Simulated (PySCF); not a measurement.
hexane (C6H14), SMILES C(CCCC)C.

Geometry: B3LYP-D3(BJ)/def2-SVP. One conformer was computed; it need not be the lowest.

Computed with PySCF with SMD-ωB97X/def2-SVP.

Solvation free energies are E(SMD) − E(gas) at the gas-phase geometry, for 1 M in both phases. In vacuum the dipole moment is 0.04 D.

Task: Rank water, cyclohexanone, dichloromethane by solvation free energy, most negative first.

Result: dichloromethane (-4.0 kcal/mol), cyclohexanone (-2.5 kcal/mol), water (2.5 kcal/mol)
